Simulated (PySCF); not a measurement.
Run times: vanadium in pcseg-2

Measured wall times of calculations with PySCF 2.14 in pcseg-2, with no relativity, point nucleus, run from one Python driver. Hardware: 1 thread of Neoverse-V1 on a shared host, 1.3 GiB allowed. The two-electron integrals over 56 functions were computed once and kept in memory (0.36 CPU seconds with the set-up); the times below exclude them. Kohn-Sham runs start from converged Hartree-Fock orbitals.

Launch command (the driver calls PySCF for each step listed in the task file):

```bash
OMP_NUM_THREADS=1 python atomrun2.py TASK.json OUT
```

```tsv
species	step	iterations	wall time (s)
V [Ar] 3d3 4s2	UHF	7	0.34
V [Ar] 3d3 4s2	M06-2X	6	2.2
V [Ar] 3d3 4s2	PBE0	6	1
V [Ar] 3d3 4s2	MP2 (5 electrons)		0.06
V⁺ [Ar] 3d4	UHF	9	0.33
V⁺ [Ar] 3d4	PBE0	15	2.3
V⁺ [Ar] 3d4	MP2 (4 electrons)		0.02
```

Q: Roughly how long does M06-2X take for V⁺ [Ar] 3d4 here?

A: About 3.7 s.

Peak memory of the process: 0.24 GiB. Times on a shared host vary from run to run.
